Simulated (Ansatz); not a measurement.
A series at Si: from `F[SiH2][Si](Cl)(Cl)Cl`, ligands are replaced one by one, each step taking up H₂ and setting free HCl; n counts the steps. Ansatz, PBE0-D4/def2-TZVP geometries. Each molecule was computed in one conformer, which needn't be the lowest.

CBS adds triple-zeta CCSD(T) − MP2 to the MP2 limit, frozen cores; atoms without spin–orbit coupling. 

```tsv
n	molecule	atomization energy, CCSD(T)/CBS (kJ/mol)
0	`F[SiH2][Si](Cl)(Cl)Cl`	?
1	`F[SiH2][SiH](Cl)Cl`	2605.5
2	`F[SiH2][SiH2]Cl`	2538.1
3	`F[SiH2][SiH3]`	2478.3
```

Problem. By hand: fit a straight line y = ȳ + b (n − n̄) to the 3 given rows and predict n = 0.

Solution. n̄ = 2.000, ȳ = 2540.63; Σ(n − n̄)(y − ȳ) = -127.20, Σ(n − n̄)² = 2.000, so b = -63.60 kJ/mol a step. Prediction: 2540.63 + (-63.60) × (-2.000) = 2667.8 kJ/mol.

Problem. By hand: compare with the computed value, 2674.6 kJ/mol, and give the steps along the whole series.

Solution. The line misses by 6.8 kJ/mol (computed minus predicted). Steps: -69.1, -67.4, -59.8 kJ/mol.

The steps differ by at most 9.3 kJ/mol, 14 % of a mean step, so the ligands' effects nearly add and a line is close. The miss is 3.5 % of the series' range. The energies themselves are unsure by some kJ/mol a bond, though much of that is common to the series.
